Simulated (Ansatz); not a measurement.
Reaction (formal exchange of groups at the Si–Cl bond): `O=C[SiH](O)Cl` + CH₃OH → `O=C[SiH](O)CO` + HCl

Program: Ansatz. Geometries: PBE0-D4/def2-TZVP. ΔE: electronic, gas phase. CCSD(T)/CBS adds triple-zeta CCSD(T) − MP2 to the extrapolated MP2 energy (def2 sets, frozen cores). This one scheme is used for every species. DFT in def2-TZVPP. One conformer a species, not always the lowest.

`O=C[SiH](O)Cl`:

Cartesian coordinates in Å:
```
O 1.916 0.101 -0.305
C 0.879 -0.118 -0.885
Si -0.749 0.072 0.117
O -0.290 0.672 1.555
Cl -1.541 -1.815 0.238
H 0.900 -0.451 -1.947
H -1.771 0.941 -0.497
H 0.656 0.596 1.723
```

CH₃OH:

Z-matrix (Å, degrees):
```
C
O 1 1.409
H 1 1.097 2 112.4
H 1 1.090 2 107.0 3 -118.5
H 1 1.097 2 112.4 3 123.0
H 2 0.959 1 108.5 3 -61.6
```

`O=C[SiH](O)CO`:

```xyz
12

O     1.982   -1.139   -1.222
C     1.496   -1.065   -0.116
Si   -0.381   -0.658    0.000
O    -0.786   -0.376   -1.568
C    -0.711    0.923    0.960
O    -0.120    2.033    0.302
H     2.145   -1.236    0.773
H    -1.099   -1.821    0.592
H    -0.070   -0.607   -2.173
H    -0.267    0.865    1.959
H    -1.791    1.067    1.113
H    -0.399    2.014   -0.618
```

HCl:

Cartesian coordinates in Å:
```
Cl 0.340 0.422 0.339
H -0.340 -0.422 -0.339
```

**Question.** Is it downhill or uphill in electronic energy at CCSD(T)/CBS, and by how much? (Estimate.)

**Answer.** Computed: Uphill: ΔE = +27.7 kcal/mol.

**Question.** What do these levels give: PBE-D4, PBE0-D4, ωB97X-V, SCS-MP2/def2-QZVPP, HF/CBS(def2), CCSD/CBS(def2)? (Best estimate.)

**Answer.** The calculation gave: PBE-D4 25.9, PBE0-D4 27.1, ωB97X-V 27.3, SCS-MP2/def2-QZVPP 29.0, HF/CBS(def2) 31.8, CCSD/CBS(def2) 28.1 kcal/mol.

Largest T1 diagnostic among the species: 0.014.

In def2-TZVPP, CCSD(T) changes the Hartree–Fock value by −4.8 kcal/mol (the triples alone add −0.4 kcal/mol) and MP2 by −3.3 kcal/mol. From PBE to PBE0 (25 % exact exchange), in def2-TZVPP and without D4, ΔE moves by +1.1 kcal/mol. The D4 term adds −0.8 kcal/mol with B3LYP and −0.5 kcal/mol with PBE0; it sums over pairs of atoms, weighted by their polarisabilities, and B3LYP, whose exchange is more repulsive, gets the larger term.

B3LYP here is the variant with VWN-RPA as its local correlation; programs differ in this.
